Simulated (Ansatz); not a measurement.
`C[SiH](C)[AlH][Cl]` at its PBE0-D4/def2-TZVP geometry, where that method's forces vanish. Charge 0, multiplicity 1.

```xyz
13

C     0.4563    1.5983   -0.5918
Si   -0.4133   -0.0421   -0.3013
C     0.6168   -1.4733   -0.9614
Al   -0.9878   -0.3243    2.0678
Cl   -0.9849    1.4183    3.2647
H    -0.1412    2.4304   -0.2138
H     0.6319    1.7588   -1.6587
H     1.4218    1.6238   -0.0809
H    -1.7112   -0.0291   -1.0499
H     1.5841   -1.5292   -0.4562
H     0.8031   -1.3454   -2.0310
H     0.1076   -2.4292   -0.8202
H    -1.3831   -1.6568    2.8326
```

Question: What forces (eV/Å) does PBE-D4/def2-TZVPP give on these atoms in Ansatz? (Best estimate.)

Answer: Ansatz gave: 
```
C1  -0.017 -0.020  0.003
Si2 -0.043 -0.011  0.125
C3  -0.020  0.011  0.014
Al4  0.008 -0.089 -0.130
Cl5  0.001  0.184  0.126
H6  -0.109  0.163  0.071
H7   0.036  0.036 -0.205
H8   0.181  0.009  0.096
H9  -0.136  0.000 -0.074
H10  0.180 -0.015  0.092
H11  0.038  0.021 -0.206
H12 -0.089 -0.184  0.024
H13 -0.031 -0.106  0.064
```
